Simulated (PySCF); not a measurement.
Gas-phase equilibrium of 1 mol GeF4, 83 mol H2 at 2500 K and 0.0100 bar, among 16 species (GeH4, Ge2H6, F2, GeF2, GeF3, F, H, GeH3F, GeHF3, HF, H2, Ge3H8, GeH3, GeH2F2, GeH2, GeF4). Only gases are allowed; each row takes one source of thermochemistry for all species, and Cantera finds the minimum.

Energies from PySCF, thermal terms from the rigid-rotor harmonic-oscillator model, ideal gas at 1 bar. † marks an energy on the PBE0/def2-TZVP geometry and frequencies; other levels use their own. MP2 freezes the core. 6-31G* has spherical d functions here. Open shells (unrestricted) among the columns below: F (multiplicity 2, electronic degeneracy 6), H (multiplicity 2), GeH3 (multiplicity 2); the rest are closed-shell singlets. Spin-orbit splitting is ignored; it lowers the true energy and changes the entropy of F. Ge: all electrons, no relativistic terms. GeH3, GeH2: computed as isolated molecules; such fragments, hydroxides, amides, oligomers or adducts are transient or little studied in the gas. MP2 isn't extrapolated to the basis-set limit. The harmonic model lacks anharmonicity and excited electronic states, which grow with temperature; levels with a mode under 35 cm⁻¹ are left out.

Molecules larger than those listed are left out, and so are free Ge atoms, whose spin-orbit terms are large. Also missing: (HF)n, which can matter at low temperature or high pressure. Table species left out: H2F2, H3F3, H4F4.

With HF/6-31G* thermochemistry: H 0.94, H2 0.042, HF 0.0014, F 0.012, GeF2 0.0055, GeH2 0.00063, GeH3 2.2e-7.

How far does the composition move with the other sources (HF/def2-TZVP†, M06-2X/def2-TZVP†, MP2/def2-TZVPP†, r2SCAN/def2-TZVP†, LDA/def2-TZVP†)?


```csv
thermochemistry,x H,x H2,x HF,x F,x GeF2,x GeH2,x GeH3
HF/6-31G*,0.94,0.042,0.0014,0.012,0.0055,0.00063,2.2e-7
HF/def2-TZVP†,0.92,0.062,0.0049,0.0085,0.0059,0.00041,2.2e-7
M06-2X/def2-TZVP†,0.26,0.71,0.021,2.5e-5,0.0098,0.00043,2.6e-7
MP2/def2-TZVPP†,0.37,0.60,0.021,7.1e-6,0.0085,0.0011,1.0e-6
r2SCAN/def2-TZVP†,0.27,0.70,0.021,3.2e-5,0.0097,0.00041,5.4e-7
LDA/def2-TZVP†,0.17,0.80,0.024,5.1e-7,0.0098,0.00098,1.2e-6
```
The most sensitive of these is F: it spans a factor of 10^4.4 over these rows; at this temperature one factor of ten is RT ln 10 = 48 kJ/mol.
